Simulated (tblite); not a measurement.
C4H5FO2S.
Bonds: O1–S2 (double), S2–O3 (double), S2–C4, C4–C5 (double), C5–F6, C5–C7, C7–C8, S2–C8. Hydrogens: H9 on C4; H10, H11 on C7; H12, H13 on C8.

Computed with GFN2-xTB (tblite), gas phase: L-BFGS steps from a force-field or distance-geometry start until the largest atomic force falls under 0.01 eV/Å.

Step 0: E = -739.1505 eV
```
atom  x, y, z in Å  |  force x, y, z in eV/Å
O1     -1.5310    0.4270    1.5834    0.333  -0.225  -2.494
S2     -1.2789    0.4967    0.1198   -1.933   1.213   1.630
O3     -2.3674    0.9877   -0.7095    0.903  -0.459   0.641
C4      0.2290    1.4377   -0.0738    0.227  -0.471  -0.114
C5      1.1865    0.5319    0.0342    1.178   1.776  -0.131
F6      2.5130    0.8905   -0.0828   -1.020  -0.715   0.239
C7      0.7689   -0.8456    0.2704    0.728  -2.046   1.044
C8     -0.5041   -1.0134   -0.5074   -0.460  -0.418   0.436
H9      0.3392    2.4807   -0.2206   -0.106   0.386  -0.030
H10     1.5310   -1.6050   -0.0058   -0.194   0.480   0.144
H11     0.5055   -1.0069    1.3635    0.454   0.278  -0.929
H12    -0.3109   -0.8740   -1.5676   -0.426  -0.237   0.006
H13    -1.0852   -1.9067   -0.2215    0.317   0.437  -0.440
```

Problem. Estimate the geometry and energy of step 1. (The exact step hangs on the optimiser's Hessian estimate; all steps are aligned on step 0, rigid shifts and turns removed.)

Solution. E = -739.3456 eV, largest force 1.012 eV/Å
```
atom  x, y, z in Å  |  force x, y, z in eV/Å
O1     -1.5262    0.4238    1.5478   -0.334  -0.235   0.444
S2     -1.3065    0.5140    0.1431    0.717   0.100  -0.707
O3     -2.3545    0.9811   -0.7004   -0.393   0.175  -0.151
C4      0.2323    1.4310   -0.0754   -0.330   0.460  -0.114
C5      1.2033    0.5572    0.0323    0.126  -0.459   0.253
F6      2.4985    0.8803   -0.0794    0.014  -0.332   0.117
C7      0.7793   -0.8749    0.2853    0.026   0.174   0.079
C8     -0.5107   -1.0193   -0.5011    0.058   0.314   0.441
H9      0.3377    2.4862   -0.2210   -0.148   0.035  -0.011
H10     1.5282   -1.5981   -0.0037    0.324  -0.100  -0.025
H11     0.5120   -1.0030    1.3502    0.361   0.090  -0.282
H12    -0.3169   -0.8774   -1.5675   -0.427  -0.226   0.235
H13    -1.0806   -1.9005   -0.2278    0.006   0.007  -0.281
```

The energy changes by -0.1951 eV. The first-order estimate −F·Δx gives -0.4404 eV and the mean of the old and new forces, exact on a quadratic surface, -0.1892 eV. The step makes an angle of 0° with the force vector and moves no atom by more than 0.040 Å.

The cost below is that of the whole relaxation. On Intel Xeon at 2.50 GHz, one thread, no GPU, shared host, this took 1.1 s of wall time.
